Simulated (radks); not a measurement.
Q: Tl8+, 73 electrons, occupied as [Xe] 4f14 5d5. Method: scalar-relativistic Kohn-Sham, SCAN, spin-polarised, spherical densities, finite nucleus; open shells are filled with parallel spins first (spin-orbit coupling, left out, can overturn this in heavy ions); meta-GGA in the generalised Kohn-Sham scheme; Fermi nuclear charge, rms radius 5.4759 fm; computed with a radial shooting solver on a logarithmic mesh with Libxc functionals. Some entries of the table are withheld. Estimate them.

orbital,occ.,eigenvalue (hartree),<r^2> (bohr^2)
1s up,1,-3153.497,0.0003690
1s down,1,-3153.496,0.0003690
2s up,1,-566.4432,0.005601
2s down,1,-566.4266,0.005601
2p up,3,-487.8197,0.004754
2p down,3,-487.8028,0.004754
3s up,1,-139.2248,0.03601
3s down,1,-139.2174,0.03600
3p up,3,-116.4698,0.03724
3p down,3,-116.4604,0.03724
3d up,5,-92.82469,0.03091
3d down,5,-92.80797,0.03091
4s up,1,-34.91112,0.1727
4s down,1,-34.88013,0.1727
4p up,3,-27.41348,0.1975
4p down,3,-27.38469,0.1973
4d up,5,-18.58792,0.2228
4d down,5,-18.55364,0.2222
5s up,1,-9.46473,0.8374
5s down,1,-9.26428,0.8252
4f up,7,-8.85648,0.2601
4f down,7,-8.81299,0.2567
5p up,3,-7.35140,1.054
5p down,3,-7.12129,1.039
5d up,5,(1),1.528

A: 
(1) 5d up eigenvalue (hartree): -4.81596
